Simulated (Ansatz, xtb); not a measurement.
# C7H6Cl+: which of two isomers lies lower

We compare I, `Clc1ccccc[cH+]1`, a singlet, with II, `Cl[CH+]c1ccccc1`, a singlet. Both are isolated ions in the gas phase, relaxed with B3LYP/def2-SVP; the shapes shown needn't be the lowest conformers.

I (Å):

```yaml
atoms:
  - { symbol: C, position_ang: [0.9780, -0.8158, -0.9019] }
  - { symbol: C, position_ang: [1.6935, -0.0913, 0.0748] }
  - { symbol: C, position_ang: [1.1979, 0.6185, 1.1660] }
  - { symbol: C, position_ang: [-0.1321, 0.8035, 1.5855] }
  - { symbol: C, position_ang: [-1.2949, 0.3106, 0.9973] }
  - { symbol: C, position_ang: [-1.4129, -0.4883, -0.1547] }
  - { symbol: C, position_ang: [-0.4195, -0.9870, -0.9942] }
  - { symbol: Cl, position_ang: [1.9182, -1.5789, -2.1211] }
  - { symbol: H, position_ang: [2.7801, -0.0919, -0.0484] }
  - { symbol: H, position_ang: [1.9594, 1.1021, 1.7858] }
  - { symbol: H, position_ang: [-0.2661, 1.4106, 2.4859] }
  - { symbol: H, position_ang: [-2.2353, 0.5757, 1.4898] }
  - { symbol: H, position_ang: [-2.4347, -0.7608, -0.4370] }
  - { symbol: H, position_ang: [-0.7595, -1.5924, -1.8391] }
```

II (Å):

```xyz
14

C     0.1032   -1.6542    3.3205
C     0.1587   -1.2397    1.9913
C     0.9886   -0.1046    1.6935
C     1.0857    0.3565    0.3939
C     0.3673   -0.2951   -0.6258
C    -0.4540   -1.4120   -0.3566
C    -0.5641   -1.8871    0.9339
Cl   -0.7865   -2.9393    3.9070
H     0.6780   -1.1201    4.0865
H     1.5386    0.3869    2.5000
H     1.7134    1.2178    0.1575
H     0.4466    0.0720   -1.6530
H    -0.9983   -1.8950   -1.1705
H    -1.1943   -2.7495    1.1598
```

Quicker runs give these differences E(II) − E(I): GFN2-xTB +1.48 kcal/mol; HF/STO-3G +8.17 kcal/mol (at GFN2-xTB geometries); r2SCAN-D4/def2-SVP +1.90 kcal/mol (at GFN2-xTB geometries).

Task: Estimate E(II) − E(I) at the level CCSD(T)/def2-SVP + ΔMP2/def2-TZVPP.

Result: Too close to call at this level: CCSD(T)/def2-SVP + ΔMP2/def2-TZVPP gives E(II) − E(I) = +1.53 kcal/mol.

Level by level:

```
                             level        geometry  E(II) − E(I) (kcal/mol)  departure from the last row (kcal/mol)  job, with rough time for the two
                          GFN2-xTB        GFN2-xTB                     +1.48                                   −0.05              optimisation, 0.14 s
                         HF/STO-3G        GFN2-xTB                     +8.17                                   +6.64              single point, 0.42 s
                r2SCAN-D4/def2-SVP        GFN2-xTB                     +1.90                                   +0.37               single point, 4.7 s
                    B3LYP/def2-SVP  B3LYP/def2-SVP                     +2.30                                   +0.77                optimisation, 21 s
                       HF/def2-SVP  B3LYP/def2-SVP                     +0.70                                   −0.83           part of the CCSD(T) run
                      MP2/def2-SVP  B3LYP/def2-SVP                     +4.52                                   +2.99           part of the CCSD(T) run
                  CCSD(T)/def2-SVP  B3LYP/def2-SVP                     +1.92                                   +0.39                      single point
CCSD(T)/def2-SVP + ΔMP2/def2-TZVPP  B3LYP/def2-SVP                     +1.53                                                        single point, 85 s
```

As drawn, II has 1 C–C in place of 1 C∷C (∷ is an aromatic bond). Structure I has a 7-membered ring (with an aromatic ring), II a 6-membered ring (with an aromatic ring).

The largest departure from CCSD(T)/def2-SVP + ΔMP2/def2-TZVPP is that of HF/STO-3G, 6.64 kcal/mol. The last row adds to CCSD(T) the change of the MP2 difference between the two basis sets, here −0.39 kcal/mol.

With thermal terms from frequencies at re-optimised GFN2-xTB minima (ideal gas, soft modes damped towards free rotors, one conformer each, 298.15 K, 1 atm): on the last row, ΔE + ΔZPE = +1.15, ΔH = +1.17, ΔG = +0.69 kcal/mol.

The correlated steps freeze 12 core orbitals. Programs: Ansatz 0.2.0, xtb 6.7.1; the last row on 4 threads of Arm Neoverse V1 on a shared host.
